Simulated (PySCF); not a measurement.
# Broadened absorption spectrum of C5H2F4O2

Species: C5H2F4O2.
Z-matrix (Å and degrees, GFN2-xTB geometry), rows numbered from 1:
```
F 
C   1  1.3200
O   2  1.3321  1  117.51
C   3  1.3457  2  106.75  1  -179.82
C   4  1.3601  3  111.01  2     0.12
C   2  1.3652  1  131.23  3  -179.62
O   6  1.3898  2  124.13  1    -0.11
C   7  1.3233  6  117.16  2  -174.37
F   8  1.3231  7  109.10  6   177.39
F   8  1.3438  7  113.75  6   -63.07
F   8  1.3431  7  113.81  6    57.64
H   4  1.0707  3  117.27  2  -179.91
H   5  1.0702  4  127.10  3   179.95
```

Level of theory: TDDFT PBE0/def2-SVPD, vertical, gas phase, core orbitals frozen in the response (PySCF).

Each state is given a Gaussian of 0.25 eV full width at half maximum, with ε(max) = 2.175×10⁸ f / Δν̃ (Δν̃ the width in cm⁻¹). The width is an assumption, not a result. The curve ends short of the highest state used, and states not computed would add to its high-energy end.

(λ (nm), ε (L mol⁻¹ cm⁻¹)): (169.4, 221), (170.3, 390), (171.1, 647), (171.9, 1028), (172.7, 1518), (173.6, 2119), (174.4, 2586), (175.2, 2880), (176.0, 2935), (176.9, 2721), (177.7, 2369), (178.5, 1982), (179.4, 1637), (180.2, 1479), (181.0, 1467), (181.8, 1554), (182.7, 1681), (183.5, 1743), (184.3, 1710), (185.1, 1572), (186.0, 1316), (186.8, 1044), (187.6, 775), (188.4, 542), (189.3, 345), (190.1, 237), (190.9, 198), (191.8, 247), (192.6, 402), (193.4, 704), (194.2, 1213), (195.1, 2114), (195.9, 3270), (196.7, 4777), (197.5, 6588), (198.4, 8836), (199.2, 10804), (200.0, 12497), (200.9, 13793), (201.7, 14226), (202.5, 13925), (203.3, 12951), (204.2, 11243), (205.0, 9413), (205.8, 7514), (206.6, 5725), (207.5, 3993), (208.3, 2765), (209.1, 1833), (209.9, 1165), (210.8, 666), (211.6, 388), (212.4, 218), (213.3, 108), (214.1, 56), (214.9, 28)

(1) Where are the band maxima, and which computed states make them?

(2) On this curve, what absorbance would a 10⁻⁴ mol/L sample give at 193 nm over a 1 cm path?

(3) Coming from long wavelengths, where does ε first pass 100 L mol⁻¹ cm⁻¹?

## Answers

(1) 202 nm (6.15 eV), ε about 14000, made up of S1 (99%); 184 nm (6.75 eV), ε about 1700, made up of S3 (97%); 176 nm (7.05 eV), ε about 2900, made up of S4 (99%) (ε in L mol⁻¹ cm⁻¹; maxima over ε = 5, shares over 10%). The states used: S1 6.14 eV (f 0.131); S2 6.29 eV (f 0.0016); S3 6.74 eV (f 0.016); S4 7.06 eV (f 0.027); S5 7.33 eV (f 0.0008); S6 7.92 eV (f 0.0000).

(2) 193 nm is 6.424 eV, where ε is about 530 L mol⁻¹ cm⁻¹, so A = ε c l ≈ 0.053 (Beer–Lambert, with the gas-phase spectrum and the assumed width).

(3) At about 213 nm (5.81 eV), 0.33 eV below S1.

On Intel Xeon Platinum 8488C, one thread, shared host with 192 logical CPUs at a one-minute load of 28, this took 51 s and 1.0 GiB of memory at its peak.

One conformer stands for the species.
